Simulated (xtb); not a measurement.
O₃Os, SMILES [O]=[Os](=[O])=[O], multiplicity 1. All values are semi-empirical tight-binding results from xtb (GFN2-xTB unless named), good for trends rather than for accurate numbers. Coordinates come from a GFN2-xTB optimisation. The spin state was assumed, not searched.

Optimised geometry:

```xyz
4

Os     0.0000     0.0000     0.0000
O      1.5967     0.0000     0.0000
O     -0.7983     1.3828     0.0000
O     -0.7983    -1.3828     0.0000
```

For metal compounds this method's bond lengths and energies can be far off.

Task: Estimate the properties. (Estimate from the structure and the level; the computed values follow.)

Result: 
```
Quantity                                       Result
-------------------------------------  --------------
point group as xtb finds it                       D3h
orbital gap                                   2.34 eV
zero-point energy                        5.2 kcal/mol
G − E(el) at 298.15 K (modified RRHO)  -11.9 kcal/mol
```

Computed atomic charges and the Wiberg bond orders between heavy atoms:
charges (e) Os1 0.98, O2 -0.33, O3 -0.33, O4 -0.33. Bond orders Os1–O2 2.09, Os1–O3 2.09, Os1–O4 2.09.
